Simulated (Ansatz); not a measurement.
The same path of AlClH4O2 (8 atoms, charge 0, multiplicity 1) was run twice with different band settings. Lost on the way: Al1–Cl2, O6–H8. Made: Cl2–H8.

Level of theory: RHF/cc-pVDZ in Ansatz 0.2.0.

Relaxed end points:

```xyz
8
Properties=species:S:1:pos:R:3
Al 0.002 0.024 0.244
Cl 0.176 -0.718 2.282
H 1.308 -0.081 -0.623
O -1.581 -0.019 -0.468
H -1.979 -0.725 -0.949
O -0.330 1.951 0.683
H -1.219 2.137 0.388
H -0.265 2.201 1.598
```

```xyz
8
Properties=species:S:1:pos:R:3
Al -0.528 0.053 -0.398
Cl 1.245 1.657 3.465
H 0.749 -0.846 -0.486
O -1.821 0.042 -1.510
H -1.928 -0.483 -2.285
O -0.673 1.158 0.919
H -1.419 1.732 1.014
H 0.488 1.458 2.436
```

Common settings: movable images 5; climbing image yes; optimiser quadratic models (default); start path through a guess of the saddle point; force threshold 0.05 eV/Å; iteration limit 60; end points relaxed.

| run | spring |
| --- | --- |
| 1 | 5.0 eV/Å² |
| 2 | 50.0 eV/Å² |

Problem. What does each run give, and how far can it be trusted?

Solution. Run 1: converged after 26 iterations, highest image 1.551 eV above the first end. Neighbouring images differ by up to 1.4 eV, so the band resolves the path poorly. A vibrational analysis at the climbing image gives one clearly imaginary mode, 883i cm⁻¹: a first-order saddle point.
Run 2: converged after 28 iterations, highest image 1.551 eV above the first end. Neighbouring images differ by up to 1.4 eV, so the band resolves the path poorly. Another band between the same ends (5 images) ends at a top of the same energy, where a vibrational analysis finds 1 clearly imaginary mode.
The orbitals stay closed-shell, which can raise the energy where a bond breaks towards radicals; this wasn't checked here.
